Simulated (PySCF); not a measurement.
# Ionisation energy of Sc⁺ by level of theory

Sc⁺ [Ar] 3d1 4s1 (3D) → Sc²⁺ [Ar] 3d1 (2D), as a difference of total energies. Calculation: PySCF 2.14, in Sapporo-DKH3-DZP-2012 (6s5p3d1f, 43 functions); scalar relativity by spin-free X2C-1e. Correlated levels: valence: [Ar] frozen. The calculations carry no spin-orbit coupling.

```tsv
method	ionisation energy (eV)	difference from reference (eV)
UHF	12.221	-0.579
LDA	13.240	+0.440
TPSS	12.794	-0.006
MP2 (valence)	12.287	-0.513
SCS-MP2 (valence)	12.243	-0.557
```

Reference: 12.800 eV (measured; NIST Atomic Spectra Database, ionization energies).

The reference lies between the lowest fine-structure levels, while these numbers refer to the centres of the terms.

Errors of the correlated levels include the incompleteness of this basis and the frozen core.
